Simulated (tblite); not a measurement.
C7H6ClO2P.
SMILES with atom numbers: `[CH3:1][O:2][c:3]1[cH:4][c:5]([Cl:6])[cH:7][c:8]([CH:9]=[O:10])[p:11]1` (hydrogens: H12, H13, H14 on C1; H15 on C4; H16 on C7; H17 on C9)

A start from a force field or distance geometry was refined with GFN2-xTB geometry optimisation, gas phase in tblite 0.8.0. Values at the start:

```
 coordinate    start
      C1–O2  1.426 Å
     C1–H12  1.113 Å
      O2–C3  1.366 Å
      C3–C4  1.368 Å
     C3–P11  1.746 Å
      C4–C5  1.372 Å
     C4–H15  1.094 Å
     C5–Cl6  1.774 Å
      C5–C7  1.366 Å
      C7–C8  1.365 Å
     C7–H16  1.105 Å
      C8–C9  1.452 Å
     C8–P11  1.742 Å
     C9=O10  1.274 Å
     C9–H17  1.082 Å
  O2–C3–P11   119.0°
  C3–P11–C8   111.0°
  C4–C3–P11   115.3°
   C5–C7–C8   126.4°
   C7–C8–C9   124.4°
  C7–C8–P11   115.3°
  C8–C9–O10   117.1°
  C9–C8–P11   120.3°
C1–O2–C3–C4      -2°
```

Question: How do these coordinates change at the GFN2-xTB level?

Answer: 
```csv
coordinate,GFN2-xTB (Å or °),change
C9=O10,1.206,-0.068
C5–Cl6,1.732,-0.042
C7–C8,1.392,+0.027
C1–H12,1.088,-0.025
C7–H16,1.081,-0.024
C9–H17,1.106,+0.024
C4–C5,1.394,+0.022
C3–P11,1.765,+0.019
C1–O2,1.409,-0.017
C4–H15,1.080,-0.014
C5–C7,1.378,+0.012
C3–C4,1.380,+0.012
O2–C3,1.355,-0.011
C8–C9,1.460,+0.008
C8–P11,1.749,+0.007
C3–P11–C8,98.2,-12.8
C7–C8–P11,126.8,+11.5
C4–C3–P11,126.3,+11.0
O2–C3–P11,109.5,-9.5
C9–C8–P11,112.5,-7.8
C8–C9–O10,122.7,+5.6
C5–C7–C8,122.2,-4.2
C7–C8–C9,120.6,-3.8
C1–O2–C3–C4,0,+2
```

The energy falls by 18.9 kcal/mol over 35 L-BFGS steps, the largest force on an atom goes from 4.86 to 0.008 eV/Å, and the atoms move by 0.117 Å rms after alignment. The bond that changes most is C9=O10 (aldehyde carbon to aldehyde oxygen), which shortens by 0.068 Å. Bonds longer at the end by more than 0.005 Å: 8 of 17; shorter: 9. Rotational constants go from 907.5, 696.0, 394.9 to 898.4, 717.4, 399.9 MHz.

On one thread, Arm Neoverse V1 (aarch64), shared host with 32 logical CPUs at a one-minute load of 26, this took 0.36 s of wall time.

Its GFN2-xTB frequencies are all real (lowest 68 cm⁻¹). The numbers are those of one conformer.

Shape of the structure used: `[CH3:1][O:2][c:3]1[cH:4][c:5]([Cl:6])[cH:7][c:8]([CH:9]=[O:10])[p:11]1`: C1–O2–C3–C4 0°, C7–C8–C9–O10 180°.

These are computed values.
